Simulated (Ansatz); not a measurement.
`[CH3][Ga]([CH3])[O][GeH3]`, charge 0, multiplicity 1.

Task: Give a relaxed structure at PBE0-D4/def2-TZVP (the Gaussian-basis code of Ansatz). (Estimate.)

Result: The calculation gave: 
```xyz
14

C    -0.3660   -1.6576    0.9028
Ga    0.6439   -0.1441    0.1620
C     2.5641    0.2356    0.1821
O    -0.3128    1.1230   -0.6808
Ge   -2.0366    1.3008   -0.9969
H     0.2859   -2.3759    1.4017
H    -1.1073   -1.3017    1.6225
H    -0.9094   -2.1739    0.1077
H     2.9211    0.3532    1.2083
H     3.1272   -0.5869   -0.2654
H     2.7738    1.1515   -0.3704
H    -2.2174    1.6019   -2.4959
H    -2.5750    2.4702   -0.1500
H    -2.7916    0.0039   -0.6277
```
This is one stationary point; other conformers may exist.
